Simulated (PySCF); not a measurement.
Si(H)(Me)(NH2)2 (CH8N2Si), SMILES C[SiH](N)N. Geometry optimised at PBE-D3(BJ)/def2-SVP. Other conformers were not sampled.

Give the equilibrium geometry at PBE-D3(BJ)/def2-SVP (PySCF confirms it by a frequency run) as a Z-matrix, and its point group. (An estimate is asked for; the answer gives what the named calculation found.)

Several could match; the one computed here: point group Cs.
```
Si
N 1 1.7561
H 2 1.0241 1 118.24
H 2 1.0246 3 109.19 1 139.18
N 1 1.7561 2 121.18 3 66.44
H 5 1.0241 1 118.24 2 -66.44
H 5 1.0246 6 109.19 1 -139.18
H 1 1.5037 2 104.58 3 -51.03
C 1 1.8825 8 114.40 2 115.83
H 9 1.1077 1 110.94 8 60.60
H 9 1.1077 10 108.92 1 122.39
H 9 1.1109 10 107.54 11 116.27
```
